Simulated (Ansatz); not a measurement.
System: CH3Li, charge 0, multiplicity 1. 
Coordinates optimised at B3LYP-D3(BJ)/def2-TZVP (Ansatz, a program for electronic structure):
```xyz
5

Li    -1.1054    -0.6446    -0.9312
C      0.2701     0.1575     0.2275
H      0.8519    -0.5947     0.7758
H     -0.1547     0.8270     0.9867
H      0.9987     0.7566    -0.3338
```
Charge 0, spin multiplicity 1.

Basis-set convergence of Hartree-Fock and CCSD(T) correlation energies (hartree) with Ansatz. Cores are frozen in the correlated levels unless marked. No spin-orbit coupling. Non-relativistic.

| basis | functions | E(HF) | E(corr, CCSD(T)) | rough core time |
|---|---|---|---|---|
| def2-SVPD | 56 | -46.98784 | -0.20064 | under 20 s |
| def2-TZVPPD | 110 | -47.03724 | -0.23157 | under 20 s |
| def2-QZVPPD | 197 | -47.03979 | -0.24184 | 23 s |

Extrapolating the two largest sets (X = 3 and 4) as X^-3: E(corr) = (64·(-0.24184) - 27·(-0.23157))/37 = -0.2493 Eh, an estimate of the basis-set limit. The largest set recovers 97.0 % of it, the smallest 80.5 %.
